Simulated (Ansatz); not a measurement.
`[CH3][Ga]([OH])[OH]` at its PBE0-D4/def2-TZVP geometry, where that method's forces vanish. Charge 0, multiplicity 1.

```json
{"atom": "C1", "x (Å)": "-0.4657", "y (Å)": "-1.2123", "z (Å)": "-0.8950"}
{"atom": "Ga2", "x (Å)": "0.1056", "y (Å)": "0.2773", "z (Å)": "0.2099"}
{"atom": "O3", "x (Å)": "0.8608", "y (Å)": "0.0104", "z (Å)": "1.8116"}
{"atom": "O4", "x (Å)": "-0.1016", "y (Å)": "1.9704", "z (Å)": "-0.3361"}
{"atom": "H5", "x (Å)": "-0.3849", "y (Å)": "-2.1492", "z (Å)": "-0.3446"}
{"atom": "H6", "x (Å)": "0.1569", "y (Å)": "-1.2724", "z (Å)": "-1.7894"}
{"atom": "H7", "x (Å)": "-1.4986", "y (Å)": "-1.0686", "z (Å)": "-1.2149"}
{"atom": "H8", "x (Å)": "1.1148", "y (Å)": "0.8051", "z (Å)": "2.2839"}
{"atom": "H9", "x (Å)": "0.2127", "y (Å)": "2.6394", "z (Å)": "0.2744"}
```

Question: For each bond, give half the difference of the two atoms' forces along it (eV/Å; positive pushes the atoms apart) under PBE-D4, r2SCAN-D4, B3LYP-D4, ωB97M-V in def2-TZVPP. (Estimate.)

Answer: Computed: 
| bond | length (Å) | PBE-D4 | r2SCAN-D4 | B3LYP-D4 | ωB97M-V |
| --- | --- | --- | --- | --- | --- |
| C1–Ga2 | 1.941 | -0.13 | -0.04 | 0.05 | -0.04 |
| C1–H5 | 1.090 | 0.10 | -0.01 | -0.07 | -0.05 |
| C1–H6 | 1.091 | 0.10 | -0.01 | -0.07 | -0.05 |
| C1–H7 | 1.091 | 0.10 | -0.01 | -0.07 | -0.05 |
| Ga2–O3 | 1.791 | 0.22 | 0.02 | 0.15 | 0.06 |
| Ga2–O4 | 1.791 | 0.22 | 0.02 | 0.14 | 0.06 |
| O3–H8 | 0.959 | 0.40 | 0.06 | -0.02 | -0.07 |
| O4–H9 | 0.959 | 0.40 | 0.06 | -0.02 | -0.07 |

B3LYP here is the variant with VWN-RPA as its local correlation; programs differ in this.
